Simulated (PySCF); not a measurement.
## How methods differ on the excitation energy of Si

Si [Ne] 3s2 3p2 (3P) → Si [Ne] 3s2 3p1 4s1, s spin flipped, as a difference of total energies. Calculation: PySCF 2.14, in aug-cc-pV(T+d)Z with one added diffuse shell each of s, p, d, f type (7s6p5d3f, 71 functions); no relativity, point nucleus. Correlated levels: valence: [Ne] frozen. The calculations carry no spin-orbit coupling.

```
           method  excitation energy (cm⁻¹)
              UHF                     38191
    MP2 (valence)                     40208
SCS-MP2 (valence)                     39585
```

The upper determinant mixes two multiplicities, so it lies between the two terms.

The promoted electron is Rydberg-like, and one or two diffuse shells describe it only roughly, which tends to raise the upper state.

The coupled-cluster amplitudes are large for the upper state (T1 above 0.03 or a double amplitude above 0.15), so a single reference is strained.
